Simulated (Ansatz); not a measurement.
Cost and result for the atomization energy of C$_{2}$H$_{6}$BNO (`OB1CCN1`) (11 atoms, 11 bonds).

| atom | x (Å) | y (Å) | z (Å) |
| --- | --- | --- | --- |
| O1 | 0.178 | 2.075 | -0.912 |
| B2 | 0.137 | 0.823 | -0.379 |
| C3 | -0.925 | -0.151 | 0.311 |
| C4 | 0.290 | -1.113 | 0.385 |
| N5 | 1.160 | -0.131 | -0.257 |
| H6 | -0.668 | 2.522 | -0.870 |
| H7 | -1.747 | -0.520 | -0.305 |
| H8 | -1.320 | 0.142 | 1.285 |
| H9 | 0.165 | -2.036 | -0.191 |
| H10 | 0.594 | -1.371 | 1.405 |
| H11 | 2.135 | -0.241 | -0.473 |

Total charge 0; spin multiplicity 1. The geometry is a stationary point of PBE0-D4/def2-TZVP. It is one conformer, not always the lowest. Program: Ansatz. All runs use 4 threads of an Intel Xeon Platinum 8259CL on a shared host. Times are those of one run each, without the atoms' runs, and a repeat can differ threefold. Electronic energies, without spin–orbit coupling; frozen cores. CCSD(T)/CBS adds CCSD(T) − MP2 in def2-TZVPP to the MP2 limit, and its time is that of the two runs behind it. T1 = 0.012. B3LYP takes the VWN-RPA correlation (the form of Gaussian; ORCA's B3LYP/G).

CCSD(T)/CBS is a level of theory with its own doubt, some kJ/mol a heavy atom from the limit and from the frozen cores, so smaller differences don't rank the functionals.

```
                             level  functions  wall time  atomization (kcal/mol)  difference from CCSD(T)/CBS  per bond
   PBE-D4/def2-TZVPP (with forces)        239      2.1 s                  1118.6                         33.9       3.1
                PBE0-D4/def2-TZVPP        239      2.1 s                  1096.4                         11.7       1.1
r2SCAN-D4/def2-TZVPP (with forces)        239      3.2 s                  1090.5                          5.8       0.5
 B3LYP-D4/def2-TZVPP (with forces)        239      3.4 s                  1089.2                          4.5       0.4
                 B2PLYP/def2-TZVPP        239        4 s                  1078.7                         -6.0      -0.5
                ωB97X-V/def2-TZVPP        239        6 s                  1090.2                          5.5       0.5
  ωB97M-V/def2-TZVPP (with forces)        239      7.5 s                  1093.5                          8.8       0.8
                    MP2/def2-QZVPP        465       17 s                  1097.3                         12.6       1.1
                CCSD(T)/def2-TZVPP        239       64 s                  1056.8                        -27.9      -2.5
                 CCSD(T)/CBS(def2)          –       81 s                  1084.7                          0.0       0.0
```

In def2-TZVPP, CCSD(T) changes the Hartree–Fock value by +270.0 kcal/mol (the triples alone add +16.6 kcal/mol) and MP2 by +294.0 kcal/mol; breaking electron pairs costs correlation energy, which Hartree–Fock lacks. The D4 term adds +7.0 kcal/mol with B3LYP and +3.6 kcal/mol with PBE0; it sums over pairs of atoms, weighted by their polarisabilities, and B3LYP, whose exchange is more repulsive, gets the larger term. From PBE to PBE0 (25 % exact exchange), in def2-TZVPP and without D4, the atomization energy moves by −21.4 kcal/mol: exact exchange takes away binding that semilocal exchange gives to molecules.
